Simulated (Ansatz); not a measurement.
Born–Oppenheimer molecular dynamics of C$_{3}$H$_{9}$FSi$_{2}$ (15 atoms, charge 0, multiplicity 1). It starts from a relaxed structure.

Level of theory: Ansatz 0.2.0, RKS B3LYP-D4/STO-3G.

```
ensemble        : NVT, Langevin thermostat
time step       : 0.5 fs
steps asked     : 250
set temperature : 100 K
friction        : 0.02 /fs
seed            : 466168
```

First frame:

```xyz
15
Properties=species:S:1:pos:R:3
F -0.444 -2.088 1.592
C 0.858 -1.959 1.039
Si 1.218 -0.203 0.368
C -0.116 0.297 -0.826
C -0.488 1.821 -0.984
Si -1.817 0.763 -0.284
H 1.617 -2.230 1.812
H 0.983 -2.703 0.216
H 1.248 0.726 1.475
H 2.526 -0.229 -0.253
H -0.059 -0.224 -1.788
H 0.053 2.521 -0.337
H -0.555 2.190 -2.012
H -2.941 0.413 -1.115
H -2.104 0.853 1.126
```

How far do the bonds stretch over the last three quarters of this one trajectory? (Pairs bonded in most of those frames.)


| bond | mean (Å) | spread (Å) | shortest | longest |
| --- | --- | --- | --- | --- |
| F1–C2 | 1.423 | 0.025 | 1.38 | 1.46 |
| C2–Si3 | 1.915 | 0.016 | 1.88 | 1.94 |
| C2–H7 | 1.118 | 0.015 | 1.09 | 1.15 |
| C2–H8 | 1.116 | 0.013 | 1.08 | 1.14 |
| Si3–C4 | 1.860 | 0.019 | 1.83 | 1.92 |
| Si3–H9 | 1.445 | 0.017 | 1.41 | 1.49 |
| Si3–H10 | 1.447 | 0.009 | 1.43 | 1.47 |
| C4–C5 | 1.580 | 0.019 | 1.55 | 1.61 |
| C4–Si6 | 1.850 | 0.017 | 1.82 | 1.88 |
| C4–H11 | 1.097 | 0.009 | 1.08 | 1.12 |
| C5–Si6 | 1.838 | 0.019 | 1.80 | 1.88 |
| C5–H12 | 1.095 | 0.016 | 1.06 | 1.13 |
| C5–H13 | 1.095 | 0.007 | 1.07 | 1.11 |
| Si6–H14 | 1.442 | 0.010 | 1.42 | 1.46 |
| Si6–H15 | 1.442 | 0.011 | 1.42 | 1.47 |

Mean temperature of the second half: 95 K. A run of 0.12 ps of so small a system gives no equilibrium averages. Limits of this set-up: minimal basis.

The run took 10 min on 1 thread of Intel(R) Xeon(R) Platinum 8488C (Sapphire Rapids) (shared host), peak memory 0.13 GiB.
